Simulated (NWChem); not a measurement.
Molecule: CH$_{3}$ClOSe; SMILES CO[Se]Cl

```xyz
7

Se     0.7485    -0.0006    -0.0025
Cl    -0.7439    -1.6098    -0.0767
O     -0.2245     1.3503     0.6118
C     -1.1201     1.9588    -0.2992
H     -1.9352     1.2680    -0.5718
H     -1.5469     2.8278     0.2223
H     -0.6099     2.2950    -1.2174
```
Atoms are numbered in this order, from 1.

Program: NWChem. Geometry: optimised at PBE0/def2-SVP. Vzz is the largest principal value of the second derivative of the potential at the nucleus (NWChem prints the opposite sign); η is the asymmetry. Non-relativistic.

**Question.** Estimate the computed values for PBE0/cc-pVTZ. Quantities: Vzz Se1 (a.u.); η Se1; Vzz Cl2 (a.u.); η Cl2; Vzz O3 (a.u.); η O3.

**Answer.** 
| Quantity | Result |
|---|---|
| Vzz Se1 (a.u.) | -9.418 |
| η Se1 | 0.31 |
| Vzz Cl2 (a.u.) | 3.455 |
| η Cl2 | 0.23 |
| Vzz O3 (a.u.) | 1.755 |
| η O3 | 0.81 |
